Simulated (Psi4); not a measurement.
C4H6O4Zn, charge -1, doublet, at the geometry of the source list (a state made from the parent by changing its charge; the spin is typed, not shown lowest) (a gas-phase anion, which may not be bound at this level); SVWN/6-31G (Psi4).

Input for Psi4:
```
memory 2 GB

molecule mol {
-1 2
  Zn   -0.012400   -0.002900   -0.002600
  C     0.104800    2.309700   -2.958300
  C     0.057700    1.376700   -1.783800
  O    -0.470400    0.245400   -1.894300
  O     0.536300    1.733300   -0.679100
  H     0.975600    2.952700   -2.878900
  H     0.116100    1.738800   -3.881200
  H    -0.791100    2.927100   -2.935700
  C    -0.079500   -2.303800    2.963600
  C    -0.059200   -1.377100    1.783500
  O    -1.010500   -0.586200    1.582700
  O     0.907900   -1.401000    0.982900
  H     0.937200   -2.512600    3.281300
  H    -0.663500   -1.864800    3.766100
  H    -0.549000   -3.235500    2.653800
}

set basis 6-31g
set reference uks
set dft_radial_scheme multiexp

energy('svwn')
print_variables()
```

It wrote (shortened):

```
   => Loading Basis Set <=

    Name: 6-31G
    Role: ORBITAL
    Keyword: BASIS

         ---------------------------------------------------------
                                   SCF
               by Justin Turney, Rob Parrish, Andy Simmonett
                          and Daniel G. A. Smith
                              UKS Reference
         ---------------------------------------------------------

  ==> Geometry <==

    Molecular point group: c1
    Full point group: C1

    Geometry (in Angstrom), charge = -1, multiplicity = 2:

       Center              X                  Y                   Z               Mass
    ------------   -----------------  -----------------  -----------------  -----------------
         ZN          -0.006526941577    -0.001528201184    -0.001360501676    63.929142010000
         C            0.110673058423     2.311071798816    -2.957060501676    12.000000000000
         C            0.063573058423     1.378071798816    -1.782560501676    12.000000000000
         O           -0.464526941577     0.246771798816    -1.893060501676    15.994914619570
         O            0.542173058423     1.734671798816    -0.677860501676    15.994914619570
         H            0.981473058423     2.954071798816    -2.877660501676     1.007825032230
         H            0.121973058423     1.740171798816    -3.879960501676     1.007825032230
         H           -0.785226941577     2.928471798816    -2.934460501676     1.007825032230
         C           -0.073626941577    -2.302428201184     2.964839498324    12.000000000000
         C           -0.053326941577    -1.375728201184     1.784739498324    12.000000000000
         O           -1.004626941577    -0.584828201184     1.583939498324    15.994914619570
         O            0.913773058423    -1.399628201184     0.984139498324    15.994914619570
         H            0.943073058423    -2.511228201184     3.282539498324     1.007825032230
         H           -0.657626941577    -1.863428201184     3.767339498324     1.007825032230
         H           -0.543126941577    -3.234128201184     2.655039498324     1.007825032230

  Running in c1 symmetry.

  Rotational constants: A =      0.20655  B =      0.02184  C =      0.02184 [cm^-1]
  Rotational constants: A =   6192.27773  B =    654.77902  C =    654.65756 [MHz]
  Nuclear repulsion =  753.193754945433398

  Charge       = -1
  Multiplicity = 2
  Electrons    = 93
  Nalpha       = 47
  Nbeta        = 46

  ==> Algorithm <==

  SCF Algorithm Type is DF.
  DIIS enabled.
  MOM disabled.
  Fractional occupation disabled.
  Guess Type is SAD.
  Energy threshold   = 1.00e-06
  Density threshold  = 1.00e-06
  Integral threshold = 1.00e-12

  ==> Primary Basis <==

  Basis Set: 6-31G
    Blend: 6-31G
    Number of shells: 63
    Number of basis functions: 113
    Number of Cartesian functions: 113
    Spherical Harmonics?: false
    Max angular momentum: 2

  ==> DFT Potential <==

   => LibXC <=

    Version 7.1.2
    S. Lehtola, C. Steigemann, M. J. T. Oliveira, and M. A. L. Marques,  SoftwareX 7, 1–5 (2018) (10.1016/j.softx.2017.11.002)

   => Composite Functional: SVWN <=

    Slater exchange
    Vosko, Wilk & Nusair (VWN5_RPA)
    P. A. M. Dirac,  Math. Proc. Cambridge Philos. Soc. 26, 376 (1930) (10.1017/S0305004100016108)
    F. Bloch,  Z. Phys. 57, 545 (1929) (10.1007/BF01340281)
    S. H. Vosko, L. Wilk, and M. Nusair,  Can. J. Phys. 58, 1200 (1980) (10.1139/p80-159)

    Deriv               =              1
    GGA                 =          FALSE
    Meta                =          FALSE

    Exchange Hybrid     =          FALSE
    MP2 Hybrid          =          FALSE

   => Exchange Functionals <=

    1.0000         XC_LDA_X

   => Correlation Functionals <=

    1.0000   XC_LDA_C_VWN_RPA

   => LibXC Density Thresholds  <==

    XC_LDA_C_VWN_RPA:  1.00E-15
    XC_LDA_X:  1.00E-15

   => Molecular Quadrature <=

    Radial Scheme          =       MULTIEXP
    Pruning Scheme         =           NONE
    Nuclear Scheme         =       TREUTLER

    Blocking Scheme        =         OCTREE
    BS radius alpha        =              1
    Pruning alpha          =              1
    Radial Points          =             75
    Spherical Points       =            302
    Total Points           =         335911
    Total Blocks           =           2479
    Max Points             =            256
    Max Functions          =            103
    Weights Tolerance      =       1.00E-15

   => Loading Basis Set <=

    Name: (6-31G AUX)
    Role: JKFIT
    Keyword: DF_BASIS_SCF

  ==> Integral Setup <==

  SCF_SUBTYPE=INCORE selected. In-core MEM_DF algorithm will be used.
  Using in-core AOs.

  ==> MemDFJK: Density-Fitted J/K Matrices <==

    J tasked:                   Yes
    K tasked:                    No
    wK tasked:                   No
    Algorithm:                 Core
    Schwarz Cutoff:           1E-12
    Mask sparsity (%):       8.9122
    Fitting Condition:        1E-10

   => Auxiliary Basis Set <=

  Basis Set: (6-31G AUX)
    Blend: CC-PVDZ-JKFIT + DEF2-UNIVERSAL-JKFIT
    Number of shells: 304
    Number of basis functions: 1175
    Number of Cartesian functions: 1175
    Spherical Harmonics?: false
    Max angular momentum: 6

  Minimum eigenvalue in the overlap matrix is 1.0821578941E-03.
  Reciprocal condition number of the overlap matrix is 2.0564022244E-04.
    Using symmetric orthogonalization.

  ==> Pre-Iterations <==

  SCF Guess: Superposition of Atomic Densities via on-the-fly atomic UHF (no occupation information).

   -------------------------
    Irrep   Nso     Nmo
   -------------------------
     A        113     113
   -------------------------
    Total     113     113
   -------------------------

  ==> Iterations <==

                           Total Energy        Delta E     RMS |[F,P]|

   @DF-UKS iter SAD: -2229.00571721005372   -2.22901e+03   0.00000e+00
[...]
   @DF-UKS iter  20: -2231.31476566653328   -2.06858e-02   1.36783e-03 DIIS/ADIIS
   @DF-UKS iter  21: -2231.29352037044009    2.12453e-02   1.79520e-03 DIIS/ADIIS
   @DF-UKS iter  22: -2231.28948627798718    4.03409e-03   1.89402e-03 DIIS/ADIIS
   @DF-UKS iter  23: -2231.28978735527244   -3.01077e-04   1.89126e-03 DIIS/ADIIS
   @DF-UKS iter  24: -2231.28456710396631    5.22025e-03   2.00183e-03 DIIS/ADIIS
   @DF-UKS iter  25: -2231.29313769429291   -8.57059e-03   1.80880e-03 DIIS/ADIIS
   @DF-UKS iter  26: -2231.29119559932496    1.94209e-03   1.84512e-03 DIIS/ADIIS
   @DF-UKS iter  27: -2231.28527287482530    5.92272e-03   1.98737e-03 DIIS/ADIIS
   @DF-UKS iter  28: -2231.30846433735678   -2.31915e-02   1.49851e-03 DIIS/ADIIS
   @DF-UKS iter  29: -2231.28906218870907    1.94021e-02   1.88979e-03 DIIS/ADIIS
   @DF-UKS iter  30: -2231.29144257618054   -2.38039e-03   1.82757e-03 DIIS/ADIIS
   @DF-UKS iter  31: -2231.29052127495424    9.21301e-04   1.85221e-03 DIIS/ADIIS
   @DF-UKS iter  32: -2231.28326367831551    7.25760e-03   2.02044e-03 DIIS/ADIIS
   @DF-UKS iter  33: -2231.29218372607147   -8.92005e-03   1.81093e-03 DIIS/ADIIS
   @DF-UKS iter  34: -2231.32461310946292   -3.24294e-02   1.15479e-03 DIIS/ADIIS
   @DF-UKS iter  35: -2231.29589768916276    2.87154e-02   1.74667e-03 DIIS/ADIIS
   @DF-UKS iter  36: -2231.32784502201139   -3.19473e-02   1.05710e-03 DIIS/ADIIS
   @DF-UKS iter  37: -2231.30549264241290    2.23524e-02   1.56350e-03 DIIS/ADIIS
   @DF-UKS iter  38: -2231.32645338261045   -2.09607e-02   1.09548e-03 DIIS/ADIIS
   @DF-UKS iter  39: -2231.29668174234939    2.97716e-02   1.72512e-03 DIIS/ADIIS
   @DF-UKS iter  40: -2231.29691441870636   -2.32676e-04   1.72015e-03 DIIS/ADIIS
   @DF-UKS iter  41: -2231.30522645390693   -8.31204e-03   1.56071e-03 DIIS/ADIIS
   @DF-UKS iter  42: -2231.34063766898998   -3.54112e-02   5.24213e-04 DIIS/ADIIS
   @DF-UKS iter  43: -2231.31846919055897    2.21685e-02   1.29467e-03 DIIS/ADIIS
   @DF-UKS iter  44: -2231.30822512674149    1.02441e-02   1.50166e-03 DIIS/ADIIS
   @DF-UKS iter  45: -2231.30442418537996    3.80094e-03   1.57250e-03 DIIS/ADIIS
   @DF-UKS iter  46: -2231.30307314107722    1.35104e-03   1.59652e-03 DIIS/ADIIS
   @DF-UKS iter  47: -2231.30219726994255    8.75871e-04   1.61293e-03 DIIS/ADIIS
   @DF-UKS iter  48: -2231.34316128509818   -4.09640e-02   3.07239e-04 DIIS/ADIIS
   @DF-UKS iter  49: -2231.34426911136825   -1.10783e-03   6.88353e-05 DIIS
   @DF-UKS iter  50: -2231.34384366533413    4.25446e-04   1.86917e-04 DIIS/ADIIS
   @DF-UKS iter  51: -2231.34409498649666   -2.51321e-04   1.28751e-04 DIIS/ADIIS
   @DF-UKS iter  52: -2231.34429647707293   -2.01491e-04   4.72777e-05 DIIS
   @DF-UKS iter  53: -2231.34422316859627    7.33085e-05   8.64907e-05 DIIS
   @DF-UKS iter  54: -2231.34427112987123   -4.79613e-05   6.35038e-05 DIIS
   @DF-UKS iter  55: -2231.34432075422410   -4.96244e-05   2.14306e-05 DIIS
   @DF-UKS iter  56: -2231.34431194900253    8.80522e-06   3.30302e-05 DIIS
   @DF-UKS iter  57: -2231.34432707068800   -1.51217e-05   1.25507e-06 DIIS
   @DF-UKS iter  58: -2231.34432704359961    2.70884e-08   1.86569e-06 DIIS
   @DF-UKS iter  59: -2231.34432708371241   -4.01128e-08   7.61055e-07 DIIS
  Energy and wave function converged.

  ==> Post-Iterations <==

   Electrons on quadrature grid:
      Nalpha   =   46.9999893330 ; deviation = -1.067e-05
      Nbeta    =   45.9999915747 ; deviation = -8.425e-06
      Ntotal   =   92.9999809077 ; deviation = -1.909e-05

   @Spin Contamination Metric:   1.058839652E-03
   @S^2 Expected:                7.500000000E-01
   @S^2 Observed:                7.510588397E-01
   @S   Expected:                5.000000000E-01
   @S   Observed:                5.000000000E-01

    Orbital Energies [Eh]
    ---------------------

    Alpha Occupied:

[...]
    Alpha Virtual:

[...]
    Beta Occupied:

[...]
      46A     -0.070922

    Beta Virtual:

[...]
     113A     47.228746

    Final Occupation by Irrep:
              A
    DOCC [    46 ]
    SOCC [     1 ]
    NA   [    47 ]
    NB   [    46 ]

  @DF-UKS Final Energy: -2231.34432708371241

   => Energetics <=

    Nuclear Repulsion Energy =            753.1937549454333976
    One-Electron Energy =               -4622.4712251034052315
    Two-Electron Energy =                1763.2566305390478192
    DFT Exchange-Correlation Energy =    -125.3234874647883856
    Empirical Dispersion Energy =           0.0000000000000000
    VV10 Nonlocal Energy =                  0.0000000000000000
    Total Energy =                      -2231.3443270837124146

  UHF NO Occupations:
  HONO-2 :   45  A 1.9999176
  HONO-1 :   46  A 1.9997319
  HONO-0 :   47  A 1.0000000
  LUNO+0 :   48  A 0.0002681
  LUNO+1 :   49  A 0.0000824
  LUNO+2 :   50  A 0.0000475
  LUNO+3 :   51  A 0.0000459

Computation Completed

Properties will be evaluated at   0.000000,   0.000000,   0.000000 [a0]

Properties computed using the SCF density matrix

 Multipole Moments:

 ------------------------------------------------------------------------------------
     Multipole            Electronic (a.u.)      Nuclear  (a.u.)        Total (a.u.)
 ------------------------------------------------------------------------------------

 L = 1.  Multiply by 2.5417464519 to convert [e a0] to [Debye]
 Dipole X            :          0.2459709            0.0809207            0.3268916
 Dipole Y            :          0.0572854            0.0187187            0.0760041
 Dipole Z            :          0.0510971            0.0170715            0.0681686
 Magnitude           :                                                    0.3424641

 ------------------------------------------------------------------------------------

  Variable Map:
  ----------------------------------------------------------------------------
[...]
  Array Variable Map:
  ----------------------------------------------------------------------------
[...]
[...]
```
